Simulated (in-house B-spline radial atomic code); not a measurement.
In⁺. Computed with a B-spline radial atomic code. Model: all-electron spherical atom, spin shells full or empty, radial basis limit, no spin-orbit coupling, Breit or QED, empty-state partial waves extrapolated as (l+1/2)^-4, RPA, G0W0 and static COHSEX of the highest shell as one setting changes (uncorrelated shells keep exact exchange).

Given: element In; charge 1; filled core Kr; hamiltonian one-electron scalar X2C; mean-field start LDA VWN5; highest l of empty states 9; nuclear rms radius 4.6156 fm; highest mean-field shell 5s.

Shell: 4d 5 5, 5s 1 1 (electrons up and down).

| lowest nl shells left uncorrelated | RPA correlation energy (hartree) | G0W0 level (eV) | G0W0 minus most complete (meV) | COHSEX level (eV) | removal by RPA minus most complete (meV) |
| --- | --- | --- | --- | --- | --- |
| 0 | -3.8032 | -19.236 | 0 | -21.249 | 0 |
| 1 | ? | ? | ? | ? | ? |
| 2 | -3.4368 | -19.238 | -1.7 | -21.253 | 2.1 |
| 3 | -2.8845 | -19.236 | 0.4 | -21.248 | 1.4 |
| 4 | -2.7041 | -19.246 | -9.9 | -21.27 | 11.9 |
| 5 | -2.1719 | -19.24 | -3.4 | -21.262 | 9.7 |
| 6 | ? | ? | ? | ? | ? |
| 7 | -1.1788 | -19.249 | -12.8 | -21.298 | 29.8 |
| 8 | -0.72201 | -19.198 | 38.1 | -21.233 | -52.7 |
| 9 | -0.06582 | -18.322 | 914.6 | -19.897 | -1099.8 |

(1) What follows for lowest nl shells left uncorrelated = 1?

(2) What follows for lowest nl shells left uncorrelated = 6?

Answers

(1) RPA correlation energy -3.6301 hartree; G0W0 level -19.236 eV; G0W0 minus most complete 0.1 meV; COHSEX level -21.248 eV; removal by RPA minus most complete -0.1 meV.

(2) RPA correlation energy -1.3385 hartree; G0W0 level -19.197 eV; G0W0 minus most complete 39.5 meV; COHSEX level -21.194 eV; removal by RPA minus most complete -15.4 meV.
